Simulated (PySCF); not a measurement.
```xyz
4
charge 0 multiplicity 2, angstrom
Ce    0.0000   -0.0138    0.0000
H     0.0000    0.6400    1.9461
H     1.6853    0.6404   -0.9729
H    -1.6853    0.6404   -0.9729
```

Level of theory: PySCF, UPBE0, basis Ce def2-SVP with ECP28, H def2-SVP (scalar-relativistic core potentials, no spin–orbit coupling, density fitting).

This geometry of CeH₃ is a stationary point at this level.

**Question.** What is the point group?

**Answer.** C3v.

**Question.** Is it a minimum?

**Answer.** Yes: all harmonic wavenumbers are real.

**Question.** List the harmonic modes with their infrared intensities.

**Answer.** 
```tsv
ω (cm⁻¹)	IR (km/mol, summed over degenerate members)	degeneracy
327	456	1
512	128	1
517	124	1
1362	2167	2
1456	146	1
```

**Question.** What are the dipole moment and the gap between the highest occupied and lowest empty levels of either spin?

**Answer.** 4.68 D and 4.90 eV.

The spin densities have lower symmetry than the nuclear frame, so modes carry no symmetry labels and degenerate sets may split. Other isomers or separated fragments may lie lower. Open d and f shells are described by one determinant, and the ground state may have another occupation or spin. The pruned grid is coarse for the open f shell: energies are uncertain by about 2 kJ/mol and soft modes are noisy. At this level a doublet minimum of C3v symmetry lies 3 kJ/mol below this structure. With an element this heavy the missing spin–orbit coupling can shift these numbers.
